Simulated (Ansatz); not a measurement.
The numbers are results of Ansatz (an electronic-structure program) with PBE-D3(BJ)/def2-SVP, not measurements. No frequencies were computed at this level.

Ansatz 0.2 input:
```yaml
crystal:
  periodic: [false, false, false]
  atoms:
    - { symbol: Ta, position_ang: [-0.122102, 0.074734, 0.007792] }
    - { symbol: F, position_ang: [0.502696, -1.523099, -0.850214] }
    - { symbol: F, position_ang: [1.607747, 0.782252, -0.085671] }
    - { symbol: F, position_ang: [-1.477752, 0.21107, -1.274866] }
    - { symbol: N, position_ang: [-0.743794, 1.742577, 0.82057] }
    - { symbol: H, position_ang: [-1.671367, 2.148991, 0.767448] }
    - { symbol: H, position_ang: [-0.193276, 2.425017, 1.329389] }
    - { symbol: N, position_ang: [-0.524197, -1.041569, 1.587065] }
    - { symbol: H, position_ang: [-0.342077, -2.041754, 1.583759] }
    - { symbol: H, position_ang: [-0.911859, -0.812724, 2.496106] }
basis:
  gaussian: { orbitals: def2-svp }
hamiltonian:
  xc: pbe
  dispersion: d3bj
relax:
  max_steps: 150
```

Output:

```
Functional definition: PBE
1324 factors; their error is unknown
mean field evaluation 1: about -12715.6536 eV, gradient 1.0e2 eV
mean field evaluation 2: about -12558.5429 eV, gradient 2.6e2 eV
mean field evaluation 4: about -12735.8049 eV, gradient 1.4e1 eV
mean field evaluation 8: about -12736.2689 eV, gradient 3.7e-1 eV
mean field evaluation 16: about -12736.1926 eV, gradient 4.4e-4 eV
mean field -12736.19263081 eV, -468.0464462808 hartree, gradient 6.0e-5 eV, S^2 0.000000; 0 other end points of the search recorded, 0 dependent functions left out
reference -12736.19269668 eV, -468.0464487017 hartree; 29, 29 occupied and 93, 93 virtual orbitals, 1324 factors
relax step   1: F+E_penalty+E_count = -12736.38438057 eV  Δ(F+E_penalty+E_count) = +0.000e0 eV  max|allowed force component| = 1.244e0 eV/Å  Δτ_max = 0.0000 Å  (30 SCF iters, accepted)
these checks for a lower state are left out or cut short: starts, cluster_reference, orbital_swaps, neighbouring_geometries, increment
1324 factors; their error is unknown
mean field -12736.29884117 eV, -468.0503494396 hartree, gradient 1.3e-5 eV, S^2 0.000000; 0 other end points of the search recorded, 0 dependent functions left out
reference -12736.29890727 eV, -468.0503518688 hartree; 29, 29 occupied and 93, 93 virtual orbitals, 1324 factors
relax step   2: F+E_penalty+E_count = -12736.48923195 eV  Δ(F+E_penalty+E_count) = -1.049e-1 eV  max|allowed force component| = 2.022e-1 eV/Å  Δτ_max = 0.0576 Å  (37 SCF iters, accepted)
these checks for a lower state are left out or cut short: starts, cluster_reference, orbital_swaps, neighbouring_geometries, increment
1324 factors; their error is unknown
mean field evaluation 32: about -12736.3117 eV, gradient 1.6e-3 eV
mean field -12736.31172739 eV, -468.0508229995 hartree, gradient 1.2e-5 eV, S^2 0.000000; 0 other end points of the search recorded, 0 dependent functions left out
reference -12736.31179343 eV, -468.0508254263 hartree; 29, 29 occupied and 93, 93 virtual orbitals, 1324 factors
relax step   3: F+E_penalty+E_count = -12736.50215489 eV  Δ(F+E_penalty+E_count) = -1.292e-2 eV  max|allowed force component| = 3.907e-1 eV/Å  Δτ_max = 0.0693 Å  (31 SCF iters, accepted)
these checks for a lower state are left out or cut short: starts, cluster_reference, orbital_swaps, neighbouring_geometries, increment
1324 factors; their error is unknown
mean field -12736.33764118 eV, -468.0517753136 hartree, gradient 1.5e-5 eV, S^2 0.000000; 0 other end points of the search recorded, 0 dependent functions left out
reference -12736.33770791 eV, -468.0517777659 hartree; 29, 29 occupied and 93, 93 virtual orbitals, 1324 factors
relax step   4: F+E_penalty+E_count = -12736.52817928 eV  Δ(F+E_penalty+E_count) = -2.602e-2 eV  max|allowed force component| = 5.219e-1 eV/Å  Δτ_max = 0.2000 Å  (37 SCF iters, accepted)
these checks for a lower state are left out or cut short: starts, cluster_reference, orbital_swaps, neighbouring_geometries, increment
1324 factors; their error is unknown
mean field -12736.35343294 eV, -468.0523556500 hartree, gradient 1.5e-5 eV, S^2 0.000000; 0 other end points of the search recorded, 0 dependent functions left out
reference -12736.35349989 eV, -468.0523581106 hartree; 29, 29 occupied and 93, 93 virtual orbitals, 1324 factors
relax step   5: F+E_penalty+E_count = -12736.54365438 eV  Δ(F+E_penalty+E_count) = -1.548e-2 eV  max|allowed force component| = 3.666e-1 eV/Å  Δτ_max = 0.0730 Å  (31 SCF iters, accepted)
these checks for a lower state are left out or cut short: starts, cluster_reference, orbital_swaps, neighbouring_geometries, increment
1324 factors; their error is unknown
mean field -12736.38648130 eV, -468.0535701550 hartree, gradient 1.6e-5 eV, S^2 0.000000; 0 other end points of the search recorded, 0 dependent functions left out
reference -12736.38654882 eV, -468.0535726363 hartree; 29, 29 occupied and 93, 93 virtual orbitals, 1324 factors
relax step   6: F+E_penalty+E_count = -12736.57505349 eV  Δ(F+E_penalty+E_count) = -3.140e-2 eV  max|allowed force component| = 3.109e-1 eV/Å  Δτ_max = 0.1999 Å  (35 SCF iters, accepted)
these checks for a lower state are left out or cut short: starts, cluster_reference, orbital_swaps, neighbouring_geometries, increment
1324 factors; their error is unknown
mean field evaluation 64: about -12736.3912 eV, gradient 1.6e-5 eV
mean field -12736.39121092 eV, -468.0537439652 hartree, gradient 1.6e-5 eV, S^2 0.000000; 0 other end points of the search recorded, 0 dependent functions left out
reference -12736.39127810 eV, -468.0537464342 hartree; 29, 29 occupied and 93, 93 virtual orbitals, 1324 factors
relax step   7: F+E_penalty+E_count = -12736.57924788 eV  Δ(F+E_penalty+E_count) = -4.194e-3 eV  max|allowed force component| = 5.975e-1 eV/Å  Δτ_max = 0.1907 Å  (36 SCF iters, accepted)
these checks for a lower state are left out or cut short: starts, cluster_reference, orbital_swaps, neighbouring_geometries, increment
1324 factors; their error is unknown
mean field -12736.38710625 eV, -468.0535931216 hartree, gradient 1.6e-5 eV, S^2 0.000000; 0 other end points of the search recorded, 0 dependent functions left out
reference -12736.38717340 eV, -468.0535955892 hartree; 29, 29 occupied and 93, 93 virtual orbitals, 1324 factors
relax step   8: F+E_penalty+E_count = -12736.57632705 eV  Δ(F+E_penalty+E_count) = +2.921e-3 eV  max|allowed force component| = 2.345e-1 eV/Å  Δτ_max = 0.2000 Å  (35 SCF iters, rejected (line search))
these checks for a lower state are left out or cut short: starts, cluster_reference, orbital_swaps, neighbouring_geometries, increment
1324 factors; their error is unknown
mean field -12736.40493744 eV, -468.0542484057 hartree, gradient 1.6e-5 eV, S^2 0.000000; 0 other end points of the search recorded, 0 dependent functions left out
reference -12736.40500430 eV, -468.0542508628 hartree; 29, 29 occupied and 93, 93 virtual orbitals, 1324 factors
relax step   9: F+E_penalty+E_count = -12736.59402072 eV  Δ(F+E_penalty+E_count) = -1.477e-2 eV  max|allowed force component| = 1.280e-1 eV/Å  Δτ_max = 0.0999 Å  (37 SCF iters, accepted)
these checks for a lower state are left out or cut short: starts, cluster_reference, orbital_swaps, neighbouring_geometries, increment
1324 factors; their error is unknown
mean field -12736.41038726 eV, -468.0544486828 hartree, gradient 1.0e-5 eV, S^2 0.000000; 0 other end points of the search recorded, 0 dependent functions left out
reference -12736.41045436 eV, -468.0544511485 hartree; 29, 29 occupied and 93, 93 virtual orbitals, 1324 factors
relax step  10: F+E_penalty+E_count = -12736.59916097 eV  Δ(F+E_penalty+E_count) = -5.140e-3 eV  max|allowed force component| = 7.633e-2 eV/Å  Δτ_max = 0.0623 Å  (32 SCF iters, accepted)
these checks for a lower state are left out or cut short: starts, cluster_reference, orbital_swaps, neighbouring_geometries, increment
1324 factors; their error is unknown
mean field -12736.41159261 eV, -468.0544929787 hartree, gradient 1.4e-5 eV, S^2 0.000000; 0 other end points of the search recorded, 0 dependent functions left out
reference -12736.41165969 eV, -468.0544954437 hartree; 29, 29 occupied and 93, 93 virtual orbitals, 1324 factors
relax step  11: F+E_penalty+E_count = -12736.60032699 eV  Δ(F+E_penalty+E_count) = -1.166e-3 eV  max|allowed force component| = 8.821e-2 eV/Å  Δτ_max = 0.0178 Å  (32 SCF iters, accepted)
these checks for a lower state are left out or cut short: starts, cluster_reference, orbital_swaps, neighbouring_geometries, increment
1324 factors; their error is unknown
mean field evaluation 96: about -12736.4855 eV, gradient 4.0e0 eV
mean field -12736.41219378 eV, -468.0545150712 hartree, gradient 1.5e-5 eV, S^2 0.000000; 0 other end points of the search recorded, 0 dependent functions left out
reference -12736.41226084 eV, -468.0545175354 hartree; 29, 29 occupied and 93, 93 virtual orbitals, 1324 factors
relax step  12: F+E_penalty+E_count = -12736.60093790 eV  Δ(F+E_penalty+E_count) = -6.109e-4 eV  max|allowed force component| = 2.911e-2 eV/Å  Δτ_max = 0.0172 Å  (32 SCF iters, accepted)
these checks for a lower state are left out or cut short: starts, cluster_reference, orbital_swaps, neighbouring_geometries, increment
1324 factors; their error is unknown
mean field -12736.41223068 eV, -468.0545164272 hartree, gradient 1.5e-5 eV, S^2 0.000000; 0 other end points of the search recorded, 0 dependent functions left out
reference -12736.41229773 eV, -468.0545188911 hartree; 29, 29 occupied and 93, 93 virtual orbitals, 1324 factors
relax step  13: F+E_penalty+E_count = -12736.60096806 eV  Δ(F+E_penalty+E_count) = -3.016e-5 eV  max|allowed force component| = 9.806e-3 eV/Å  Δτ_max = 0.0038 Å  (32 SCF iters, accepted)
1324 factors; their error is unknown
mean field evaluation 128: about -12736.4122 eV, gradient 1.2e-4 eV
mean field -12736.41223068 eV, -468.0545164272 hartree, gradient 1.7e-5 eV, S^2 0.000000; 1 other end points of the search recorded, 0 dependent functions left out
reference -12736.41229773 eV, -468.0545188911 hartree; 29, 29 occupied and 93, 93 virtual orbitals, 1324 factors
Total energy: -12736.60103510 eV, -468.0614548618 hartree
Atom 0 at    -0.155805    -0.006210     0.133099 Å, force     0.000878    -0.006783    -0.000456 eV/Å
Atom 1 at     0.589530    -0.939720    -1.356221 Å, force     0.000623    -0.000152    -0.001723 eV/Å
Atom 2 at     1.605848     0.628486     0.525613 Å, force    -0.000845     0.000061    -0.000054 eV/Å
Atom 3 at    -1.828625    -0.006299    -0.795370 Å, force     0.000917     0.000217     0.000458 eV/Å
Atom 4 at    -0.705291     1.826892     0.680708 Å, force    -0.002174     0.009806     0.001641 eV/Å
Atom 5 at    -1.588258     2.255322     0.381670 Å, force     0.002537    -0.001280     0.000760 eV/Å
Atom 6 at    -0.033755     2.542652     0.979598 Å, force    -0.001875    -0.002021    -0.000939 eV/Å
Atom 7 at    -0.519138    -1.198842     1.650699 Å, force    -0.000994     0.001099     0.002062 eV/Å
Atom 8 at    -0.323807    -2.206561     1.625794 Å, force     0.000774    -0.001620    -0.000943 eV/Å
Atom 9 at    -0.916680    -0.930225     2.555787 Å, force     0.000158     0.000672    -0.000805 eV/Å
Dipole moment:    -0.263223     0.085224     0.643284 e Å
```

Cost: very roughly 26 core-seconds.
